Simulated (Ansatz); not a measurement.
Ansatz (a first-principles code) input (CCSD(T)/6-31G*):

Ansatz 0.2 input:
```yaml
crystal:
  periodic: [false, false, false]
  atoms:
    - {symbol: Si, position_ang: [-0.00674366, -0.19492723, 0.00764285]}
    - {symbol: Cl, position_ang: [2.30743074, 0.06672930, 0.07200120]}
    - {symbol: Cl, position_ang: [-2.29751271, 0.21995399, -0.08324168]}
    - {symbol: H, position_ang: [-0.07602845, -1.02381537, 1.24471350]}
    - {symbol: H, position_ang: [0.00183316, -1.12081928, -1.16062514]}
basis:
  gaussian:
    orbitals: 6-31G*
total_charge: -1
magnetization: {spin_polarized: true, initial_magnetization: 1}
correlation: {method: ccsd_t, electrons: outside_noble_gas}
```

Output:

```
Functional definition: HF
integrals: 0.04 GiB planned
557 factors; integrals over basis functions are off by at most 7.3e-4 eV
mean field: 0.22 GiB planned
mean field evaluation 1: about -32901.0743 eV, gradient 1.0e1 eV
mean field evaluation 2: about -32901.1500 eV, gradient 1.0e1 eV
mean field evaluation 4: about -32902.1736 eV, gradient 1.4e0 eV
mean field evaluation 8: about -32902.2086 eV, gradient 1.1e-3 eV
mean field evaluation 16: about -32902.0936 eV, gradient 1.4e0 eV
mean field -32902.20864392 eV, -1209.1338657462 hartree, gradient 5.6e-6 eV, S^2 0.755780; 0 other end points of the search recorded, 0 dependent functions left out
15 core orbitals not correlated
reference -32902.20864392 eV, -1209.1338657462 hartree; 11, 10 occupied and 35, 36 virtual orbitals, 557 factors
second order -8.93685329 eV of doubles, -0.00000000 eV of singles
coupled cluster: 0.17 GiB planned
cycle   1  -9.72922817 eV  change   -7.9e-1 eV  update   6.8e-2
cycle   2  -9.98805786 eV  change   -2.6e-1 eV  update   2.3e-2
cycle   3  -10.02330291 eV  change   -3.5e-2 eV  update   9.7e-3
cycle   4  -10.02030502 eV  change    3.0e-3 eV  update   3.6e-3
cycle   5  -10.01952932 eV  change    7.8e-4 eV  update   1.4e-3
cycle   6  -10.01979426 eV  change   -2.6e-4 eV  update   4.9e-4
cycle   7  -10.01991089 eV  change   -1.2e-4 eV  update   1.8e-4
cycle   8  -10.01993144 eV  change   -2.1e-5 eV  update   5.0e-5
cycle   9  -10.01992816 eV  change    3.3e-6 eV  update   1.4e-5
perturbative correction -0.22903793 eV, -0.0084169886 hartree
Total energy: -32912.45761001 eV, -1209.5105083030 hartree
```
